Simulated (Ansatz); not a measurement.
The same path of FH2SeSi (5 atoms, charge -1, multiplicity 1) was run twice with different band settings. The coordinate that changes most is the height of Si2 over the plane of its neighbours.

Theory: RKS B3LYP/def2-SVP (Ansatz 0.2.0).

Relaxed end points:

```xyz
5
Properties=species:S:1:pos:R:3
F -0.704 -0.992 1.499
Si -1.000 -0.121 0.073
Se 1.286 0.531 -0.614
H -0.851 -1.308 -0.931
H 1.270 1.891 -0.027
```

```xyz
5
Properties=species:S:1:pos:R:3
F -0.914 -0.662 1.544
Si -0.217 -1.179 0.085
Se 1.554 0.515 -0.285
H -1.198 -0.437 -0.870
H 0.775 1.763 -0.474
```

Common settings: movable images 5; climbing image yes; spring 5.0 eV/Å²; optimiser quadratic models (default); force threshold 0.05 eV/Å; iteration limit 60; end points relaxed.

| run | start path |
| --- | --- |
| 1 | IDPP |
| 2 | straight line |

**Question.** What does each run give, and how far can it be trusted?

**Answer.** Run 1: converged after 10 iterations, highest image 2.294 eV above the first end. Neighbouring images differ by up to 1.4 eV, so the band resolves the path poorly. A vibrational analysis at the climbing image gives one clearly imaginary mode, 824i cm⁻¹: a first-order saddle point.
Run 2: converged after 11 iterations, highest image 2.294 eV above the first end. Neighbouring images differ by up to 1.4 eV, so the band resolves the path poorly. Another band between the same ends (5 images) ends at a top of the same energy, where a vibrational analysis finds 1 clearly imaginary mode.
Limits of this set-up: an anion without diffuse functions, the dipole of an ion depends on the origin.
